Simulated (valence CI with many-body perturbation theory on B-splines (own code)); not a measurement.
**La XXXV in brief**

Calculated by relativistic CI+MBPT: five valence electrons over a frozen Dirac-Fock core [Ar], a basis of 7 s, 7 p, 8 d, 6 f, 4 g, 1 h functions for each j, with the one-electron correlation potential Σ1, the two-electron term Σ2, the three-electron term Σ3, Breit, model QED; selected CI, second order for the rest, scaled by the run's own slope (own B-spline code, finite nucleus).

The last digits are not significant, and no measured levels were compared; by estimate large intervals hold to a few tenths of a per cent, small ones and those within an open d or f shell to about a per cent. Only levels of the ground parity were solved; by the run's estimate the other parity begins above the list, which can be wrong where configurations are misplaced.

Levels are named by their leading jj configuration (3d3/2^4 stands for four electrons in 3d with j = 3/2), which in mixed levels can hold well under half, so a name can repeat and another be missing.

Rates and lifetimes use the calculated energies. Strong lines usually hold to 10 to 20 %, long lifetimes can be off by a factor of two.

What is the ground level?

(3d3/2^4 3d5/2) J=5/2, composition 39 % 3d5 6S + 31 % 3d5 4P + 13 % 3d5 2D, g = 1.603.

What is the ionisation energy?

2258.9 eV; NIST lists 2259 ± 5 eV (theoretical).

How well does LS coupling describe the low levels?

Among the lowest 20 levels the leading LS term, summed over configurations, holds 50 % on average. For single configurations the figures are 50 % in LS and 84 % in jj coupling. Terms mix most in the J = 5/2 level at 110240 cm⁻¹, where the leading one holds 32 %.
